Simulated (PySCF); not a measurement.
# Correlation energy of Cd³⁺ (cadmium, charge +3)

[Kr] 4d9, 2D determinant. Calculation: PySCF 2.14, in x2c-TZVPPall (8s6p6d2f1g, 79 functions); scalar relativity by spin-free X2C-1e. Frozen: [Ar] 3d10; 17 electrons correlated.

```
  level  correlation energy (mhartree)
   CCSD                        -541.39
    (T)                          -9.77
CCSD(T)                        -551.16
```

Diagnostics: T1 = 0.0029, D1 = 0.0059, largest double amplitude 0.025.

Cost of the coupled-cluster step: roughly 50 core-seconds, for 17 correlated electrons.

This basis was not built for core-valence correlation, so the inner-shell part is incomplete.
